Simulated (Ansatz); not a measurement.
A trace of molecular dynamics of GaH₅O (7 atoms, charge 0, multiplicity 1).

Computed with Ansatz 0.2.0, RKS PBE/def2-mTZVP.

```yaml
ensemble: NVE (velocity Verlet)
starting_velocities_drawn_for: 300 K
seed: 9364
```

```json
{"time (fs)": "0", "T (K)": "300", "potential energy less start (eV)": "0.000", "conserved less start (meV/atom)": "0.00"}
{"time (fs)": "4", "T (K)": "106", "potential energy less start (eV)": "0.126", "conserved less start (meV/atom)": "0.11"}
{"time (fs)": "8", "T (K)": "183", "potential energy less start (eV)": "0.076", "conserved less start (meV/atom)": "0.07"}
{"time (fs)": "12", "T (K)": "310", "potential energy less start (eV)": "-0.006", "conserved less start (meV/atom)": "0.05"}
{"time (fs)": "16", "T (K)": "407", "potential energy less start (eV)": "-0.068", "conserved less start (meV/atom)": "0.23"}
{"time (fs)": "20", "T (K)": "976", "potential energy less start (eV)": "-0.437", "conserved less start (meV/atom)": "-0.03"}
{"time (fs)": "24", "T (K)": "1364", "potential energy less start (eV)": "-0.690", "conserved less start (meV/atom)": "-0.31"}
{"time (fs)": "28", "T (K)": "1570", "potential energy less start (eV)": "-0.824", "conserved less start (meV/atom)": "-0.49"}
{"time (fs)": "32", "T (K)": "1280", "potential energy less start (eV)": "-0.633", "conserved less start (meV/atom)": "0.13"}
{"time (fs)": "36", "T (K)": "1220", "potential energy less start (eV)": "-0.592", "conserved less start (meV/atom)": "0.36"}
{"time (fs)": "40", "T (K)": "966", "potential energy less start (eV)": "-0.429", "conserved less start (meV/atom)": "0.25"}
{"time (fs)": "44", "T (K)": "1052", "potential energy less start (eV)": "-0.486", "conserved less start (meV/atom)": "-0.06"}
{"time (fs)": "48", "T (K)": "1031", "potential energy less start (eV)": "-0.472", "conserved less start (meV/atom)": "-0.03"}
{"time (fs)": "52", "T (K)": "1180", "potential energy less start (eV)": "-0.572", "conserved less start (meV/atom)": "-0.44"}
{"time (fs)": "56", "T (K)": "1173", "potential energy less start (eV)": "-0.568", "conserved less start (meV/atom)": "-0.48"}
{"time (fs)": "60", "T (K)": "839", "potential energy less start (eV)": "-0.348", "conserved less start (meV/atom)": "0.06"}
{"time (fs)": "64", "T (K)": "752", "potential energy less start (eV)": "-0.291", "conserved less start (meV/atom)": "0.17"}
{"time (fs)": "68", "T (K)": "606", "potential energy less start (eV)": "-0.196", "conserved less start (meV/atom)": "0.24"}
{"time (fs)": "72", "T (K)": "771", "potential energy less start (eV)": "-0.304", "conserved less start (meV/atom)": "0.09"}
{"time (fs)": "76", "T (K)": "712", "potential energy less start (eV)": "-0.266", "conserved less start (meV/atom)": "0.04"}
{"time (fs)": "80", "T (K)": "845", "potential energy less start (eV)": "-0.355", "conserved less start (meV/atom)": "-0.46"}
{"time (fs)": "84", "T (K)": "692", "potential energy less start (eV)": "-0.255", "conserved less start (meV/atom)": "-0.30"}
{"time (fs)": "88", "T (K)": "558", "potential energy less start (eV)": "-0.167", "conserved less start (meV/atom)": "0.01"}
{"time (fs)": "92", "T (K)": "562", "potential energy less start (eV)": "-0.170", "conserved less start (meV/atom)": "-0.06"}
{"time (fs)": "96", "T (K)": "543", "potential energy less start (eV)": "-0.156", "conserved less start (meV/atom)": "0.18"}
{"time (fs)": "100", "T (K)": "662", "potential energy less start (eV)": "-0.233", "conserved less start (meV/atom)": "0.14"}
```

**Question.** Is this trajectory sound?

**Answer.** The conserved energy stayed within 0.51 meV per atom of its start (net change 0.14 meV per atom), so the integration is sound. The kinetic energy rose, since the run started high on the potential surface and went downhill. It ends in pieces (GaH3 + H2O), so much of that is their flight and rotation, not heat. A run of 0.1 ps of so small a system gives no equilibrium averages. The orbitals stay closed-shell, which can raise the energy where a bond breaks towards radicals; this wasn't checked here. The time step was 0.5 fs.

Time of the run: 4.3 min on 1 thread of Intel(R) Xeon(R) Platinum 8488C (Sapphire Rapids), with other jobs on the host, peak memory 0.16 GiB.
